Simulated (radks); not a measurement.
The numbers below are computed, except where a source is named.
Task: All-electron atom: Cl I in [Ne] 3s2 3p5 (the NIST ground configuration). Code: a radial shooting solver on a logarithmic mesh with Libxc functionals. Model: Dirac Kohn-Sham, PBE, spin-unpolarised, spherical densities, finite nucleus; open shells fill j = l - 1/2 first; Fermi nuclear charge, rms radius 3.3654 fm.

Spin-orbit splittings of the eigenvalues, e(l+1/2) - e(l-1/2), with zeta = 2 splitting/(2l+1) and mean radii in bohr:

| shell | occ. | splitting (eV) | zeta (eV) | <r> j=l-1/2 | <r> j=l+1/2 |
|---|---|---|---|---|---|
| 2p | 6 | 1.697 | 1.131 | 0.4053 | 0.4077 |
| 3p | 5 | ? | ? | 1.837 | 1.847 |

Estimate the 3p splitting.

Result: 0.1238 eV (zeta = 0.08252 eV).
